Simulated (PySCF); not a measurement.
PbBr₂, SMILES [Br][Pb][Br] (connectivity only; charge and spin as stated), neutral, multiplicity 1.

Coordinates come from a B3LYP-D3(BJ)/def2-SVP optimisation. The isomer is the one that the SMILES or the coordinates give; other isomers of the formula were not compared. The def2 effective core potentials stand for the cores of Pb; spin–orbit coupling is left out.

Method: IEF-PCM-ωB97X/def2-SVP in PySCF 2.14.0.

The values are the electrostatic part of the solvation free energy, E(continuum) − E(gas) at the gas-phase geometry, in a cavity of scaled van der Waals radii (PySCF's table); cavitation and dispersion terms are not included. A continuum can't describe solvent molecules that bind to the metal. In vacuum the orbital gap is 8.27 eV. The dipole moment in vacuum is 4.74 D.

Computed values in water (ε = 78.36), n-hexane (ε = 1.88), ethylethanoate (ε = 5.99):
| solvent | ε | ΔG(elec) (kcal/mol) | dipole (D) | gap (eV) |
|---|---|---|---|---|
| water | 78.36 | -12.9 | 7.13 | 8.94 |
| n-hexane | 1.88 | -4.3 | 5.53 | 8.49 |
| ethylethanoate | 5.99 | -9.6 | 6.52 | 8.77 |
